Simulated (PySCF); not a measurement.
Isomers of C4H3N. Gas-phase values, no solvent. Strings in code marks are SMILES.

Level of theory: B3LYP-D3(BJ)/def2-TZVP in PySCF. All candidates: neutral, multiplicity 1. B3LYP has the VWN-RPA correlation part, as in Gaussian. Delta-SCF ions had no search for a lower state. Excitations are Tamm–Dancoff values on a coarser integration grid. The basis has no diffuse functions, so Rydberg states are missing or too high.

```
Item                                     Result
--------------------------------------  -------
dipole moment                            1.22 D
vertical ionisation energy (Delta-SCF)  8.94 eV
T1 excitation (TDA)                     3.42 eV
```

**Question.** Which member has these values?
(A) `C#CNC#C`
(B) `C#CN=C=C`
(C) `C=C=C=C=N`
(D) `C#CC#CN`

**Answer.** B, `C#CN=C=C`. The others give `C=C=C=C=N`: 1.51 D, 8.47 eV, 2.53 eV; `C#CC#CN`: 2.76 D, 8.32 eV, 3.71 eV; `C#CNC#C`: 1.17 D, 8.50 eV, 4.71 eV
